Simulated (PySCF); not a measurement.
FNa, charge +1, doublet, at the geometry of the source list (a state made from the parent by changing its charge; the spin is typed, not shown lowest); PySCF with DF-HF/6-311++G**.

PySCF was given this input:
```python
from pyscf import gto, scf
import numpy

mol = gto.Mole()
mol.atom = '''
    Na   -0.46820000   -0.38610000   -0.63250000
    F     0.46820000    0.38610000    0.63250000
'''
mol.basis = '6-311++g**'
mol.charge = 1
mol.spin = 1
mol.verbose = 4
mol.build()
print('smallest overlap eigenvalue', numpy.linalg.eigvalsh(mol.intor('int1e_ovlp'))[0])

mf = scf.UHF(mol)
mf = mf.density_fit(auxbasis='def2-universal-jkfit')
mf = scf.addons.remove_linear_dep_(mf, threshold=1e-4, lindep=1e-4)
mf.kernel()
```

Problem. Write the output that PySCF gives for this input, abridged.

Solution. 
```
PySCF version 2.14.0

[INPUT] verbose = 4
[INPUT] num. atoms = 2
[INPUT] num. electrons = 19
[INPUT] charge = 1
[INPUT] spin (= nelec alpha-beta = 2S) = 1
[INPUT] symmetry False subgroup None
[INPUT] Mole.unit = angstrom
[INPUT] Symbol           X                Y                Z      unit          X                Y                Z       unit  Magmom
[INPUT]  1 Na    -0.468200000000  -0.386100000000  -0.632500000000 AA   -0.884769771521  -0.729623256695  -1.195251773787 Bohr   0.0
[INPUT]  2 F      0.468200000000   0.386100000000   0.632500000000 AA    0.884769771521   0.729623256695   1.195251773787 Bohr   0.0

nuclear repulsion = 29.8833590169997
number of shells = 24
number of NR pGTOs = 84
number of NR cGTOs = 52
basis = 6-311++g**
ecp = {}
input.py:18: DeprecationWarning: remove_linear_dep_ is deprecated and will be removed in a future release. Linear dependency handling is now built into the SCF procedure by default. Linear dependency removal can be controlled using the following settings:
  pyscf.scf.hf.remove_overlap_zero_eigenvalue = True
  pyscf.scf.hf.overlap_zero_eigenvalue_threshold = 1e-6

  mf = scf.addons.remove_linear_dep_(mf, threshold=1e-4, lindep=1e-4)
smallest overlap eigenvalue 0.007329393102916521

******** <class 'pyscf.df.df_jk.DFUHF'> ********
method = DFUHF
initial guess = minao
damping factor = 0
level_shift factor = 0
DIIS = <class 'pyscf.scf.diis.CDIIS'>
diis_start_cycle = 1
diis_space = 8
diis_damp = 0
SCF conv_tol = 1e-09
SCF conv_tol_grad = None
SCF max_cycles = 50
direct_scf = False
number electrons alpha = 10  beta = 9
Set gradient conv threshold to 3.16228e-05
******** <class 'pyscf.df.df.DF'> ********
auxbasis = def2-universal-jkfit
init E= -260.982383304419

cycle= 1 E= -261.003167275485  delta_E= -0.0208  |g|= 0.212  |ddm|= 0.695
cycle= 2 E= -261.022544229643  delta_E= -0.0194  |g|= 0.0811  |ddm|= 0.133
cycle= 3 E= -261.024324786205  delta_E= -0.00178  |g|= 0.021  |ddm|= 0.0437
cycle= 4 E= -261.024587077581  delta_E= -0.000262  |g|= 0.00605  |ddm|= 0.0156
cycle= 5 E= -261.024618893463  delta_E= -3.18e-05  |g|= 0.00184  |ddm|= 0.00566
cycle= 6 E= -261.024621532263  delta_E= -2.64e-06  |g|= 0.000556  |ddm|= 0.00162
cycle= 7 E= -261.024621769115  delta_E= -2.37e-07  |g|= 0.000145  |ddm|= 0.000472
cycle= 8 E= -261.024621786388  delta_E= -1.73e-08  |g|= 2.02e-05  |ddm|= 0.000144
cycle= 9 E= -261.024621786672  delta_E= -2.84e-10  |g|= 3.16e-06  |ddm|= 2.03e-05
Extra cycle  E= -261.024621786676  delta_E= -4.55e-12  |g|= 1.01e-06  |ddm|= 2.25e-06
converged SCF energy = -261.024621786676  <S^2> = 0.75307007  2S+1 = 2.0030677
```
